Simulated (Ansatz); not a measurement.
The cluster Te3Pb3⁻. Total charge -1; doublet. Geometry PBE-D4/def2-SVP, basis def2-TZVPD, Ansatz.

```xyz
6

Pb    2.117   -0.126    0.968
Pb   -0.763   -1.763    1.321
Pb   -0.876    1.287   -1.184
Te    2.055    0.856   -1.758
Te   -2.067   -1.485   -1.252
Te   -0.465    1.230    1.906
```

| run | HOMO (eV) | LUMO (eV) |
| --- | --- | --- |
| A | -0.97 | -0.12 |
| B | -1.68 | 0.38 |
| C | -1.46 | 0.28 |
| D | -0.70 | -0.25 |
| E | -1.26 | 0.08 |

In the def2 sets Pb, Te take a core potential; there is no spin–orbit coupling. B3LYP takes the VWN-RPA correlation. The structure comes from a short search, and lower isomers may exist.

HOMO and LUMO are taken over both spins.

Task: The runs used B3LYP, PBE, PBE0, r2SCAN, r2SCAN0. Estimate which is which.

Result: A r2SCAN (0 % exact exchange); B r2SCAN0 (25 % exact exchange); C PBE0 (25 % exact exchange); D PBE (0 % exact exchange); E B3LYP (20 % exact exchange). Exact exchange lowers occupied and raises empty levels; among semilocal functionals meta-GGAs tend to open the gap a little, and such runs are hard to tell apart. The gap grows from 0.45 eV (PBE) to 2.06 eV (r2SCAN0).
